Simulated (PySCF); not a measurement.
As⁺: ionisation energy

As⁺ [Ar] 3d10 4s2 4p2 (3P) → As²⁺ [Ar] 3d10 4s2 4p1 (2P), as a difference of total energies. All numbers are calculated (PySCF 2.14, the spin-free X2C one-electron Hamiltonian (Gaussian nucleus), in x2c-QZVPPall (11s8p5d4f1g, 97 functions)). Correlated levels: valence: [Ar] 3d10 frozen. The calculations carry no spin-orbit coupling.

Q: Order these methods by the ionisation energy they give, lowest first.
A. SCS-MP2 (valence)
B. MP2 (valence)
C. CCSD(T) (valence)
D. CCSD (valence)

A: A (18.310 eV), B (18.385 eV), D (18.407 eV), C (18.436 eV).

A first-order spin-orbit estimate (lowest level to lowest level, LS coupling) adds -0.034 eV.

Errors of the correlated levels include the incompleteness of this basis and the frozen core.

For comparison: 18.589 eV (measured; NIST Atomic Spectra Database, ionization energies).
